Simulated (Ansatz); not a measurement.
Coupled-cluster diagnostics for the cluster Si₂Se₂⁺ (the lowest doublet isomer of a short search), Ansatz.

Geometry of the doublet (PBE-D4/def2-SVP):

Cartesian coordinates in Å:
```
Si -0.879 1.104 -0.004
Si 0.959 -1.033 0.075
Se 0.761 0.597 -1.552
Se -0.841 -0.668 1.481
```

Correlated methods freeze 28 core orbitals; core or outer-core shells of Se are correlated, in sets that lack core-valence functions. In CCSD on the charge 1 quartet the largest single amplitude is 0.18, so its Hartree–Fock determinant may place the open shell otherwise than the density functionals do. The structure comes from a short search, and lower isomers may exist.

Geometry of the charge 1 quartet (PBE-D4/def2-SVP):

Cartesian coordinates in Å:
```
Si 0.6823 0.1193 1.1972
Si -0.6822 -0.1199 -1.1971
Se 1.5933 0.1282 -0.9209
Se -1.5934 -0.1276 0.9208
```

(1) Estimate the CCSD(T) correlation energy, the shares of MP2 and (T), T1 and the reference's ⟨S²⟩ for: charge 1, doublet, own geometry in def2-TZVP; charge 1, quartet, own geometry in def2-TZVP; and the rough time on 4 threads of Arm Neoverse N1 on a shared host.

Answers

(1) 
```csv
state,basis,correlation (eV),MP2 share (%),(T) share (%),T1,⟨S²⟩ (pure),wall time
"charge 1, doublet, own geometry",def2-TZVP,-20.679,92.8,5.4,0.018,0.81 (0.75),4.6 min
"charge 1, quartet, own geometry",def2-TZVP,-19.947,92.6,5.4,0.028,3.85 (3.75),4.6 min
```
Customary marks for T1 are 0.02 (closed shells), 0.045 (open shells) and about 0.05 (3d metals). T1 exceeds 0.02 in 1 of 2 rows and 0.045 in 0; the higher it lies, the less the single-reference result can be trusted.
